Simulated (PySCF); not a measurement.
# SiBO2F3

SiBO2F3 is a molecule drawn as a unit of a network glass or zeolite (built as: Si B3, F ends, O bridges), neutral, singlet. The structure was relaxed in the gas phase by PBE0-D3(BJ)/def2-SVP. No frequency run checks that it is a minimum.

SMILES: FB1O[Si](F)(F)O1

```xyz
7

F     1.270    1.921    0.939
B     0.614    0.907    0.447
O     1.091   -0.395    0.301
Si   -0.428   -0.700   -0.334
F    -1.335   -1.721    0.474
F    -0.466   -1.139   -1.858
O    -0.697    0.924   -0.030
```
Atoms count from 1 in this order.

Shieldings: GIAO PBE0/pcSseg-2. Shifts are against computed references at the same level: Si TMS (σ 341.3 ppm). Core levels by delta-SCF with SCAN, pcX-2 on the ionised atom and pcseg-1 elsewhere, spin-free X2C (2p3/2 is the spin-free 2p value less a third of a first-order spin-orbit splitting); from the vacuum level, for chosen atoms.

Problem. Give the shieldings and core levels atom by atom.

Solution. 
```csv
atoms,bonded to,σ (ppm),δ (ppm),core level (eV)
F1,1 B,311.9,-,1s 694.46
B2,1 F + 2 O,80.5,-,1s 200.81
O3 O7,1 B + 1 Si,173.7,-,1s 539.91
Si4,2 F + 2 O,424.3,-83.0,2p3/2 111.33
F5 F6,1 Si,335.2,-,1s 694.39
```

Values are those of this one static structure; atoms that internal rotation interchanges would show their mean in an NMR spectrum.

Problem. By CAM-B3LYP/def2-SVPD (TDDFT singlets, Tamm-Dancoff triplets, ionisation by delta-SCF), where does absorption start, and what does vertical ionisation take?

Solution. The first singlet with intensity lies at 8.76 eV (f 0.033); what lies below it is dark. The lowest singlet lies at 8.40 eV (f 0.000), the strongest of the first 6 at 9.87 eV (f 0.048), the lowest triplet at 8.12 eV; vertical ionisation takes 13.31 eV.
